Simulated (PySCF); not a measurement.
Al(Cl)(Br)(NH2) (AlBrClH2N), SMILES [NH2][Al]([Cl])[Br]. Heavy atoms are numbered as in [Al:1]([Cl:2])([Br:3])[NH2:4]. Hydrogens are named by the atom that carries them.

Coordinates come from a TPSSh-D3(BJ)/def2-SVP optimisation. The values are those of a single conformer.

Computed with PBE0/def2-TZVP run with PySCF.

ESP charges are fitted to the potential on shells at 1.4 to 2.0 van der Waals radii. Atomic charges (e), one atom of each kind:

```json
[
 {"atom": "Al1", "IAO": "(withheld)", "Löwdin": "-0.67", "ESP fit": "0.71", "Mulliken": "0.62"},
 {"atom": "Cl2", "IAO": "(withheld)", "Löwdin": "0.30", "ESP fit": "-0.25", "Mulliken": "-0.25"},
 {"atom": "Br3", "IAO": "-0.29", "Löwdin": "0.29", "ESP fit": "-0.22", "Mulliken": "-0.24"},
 {"atom": "N4 (NH2)", "IAO": "-0.90", "Löwdin": "-0.26", "ESP fit": "-0.99", "Mulliken": "-0.63"},
 {"atom": "H on N4", "IAO": "(withheld)", "Löwdin": "0.17", "ESP fit": "0.36", "Mulliken": "0.25"}
]
```

**Question.** Fill in the missing entries. (The exact figures need the calculation; the answer reports its results.)

**Answer.** 
- Al1, IAO: 0.98
- Cl2, IAO: -0.36
- H on N4, IAO: 0.28
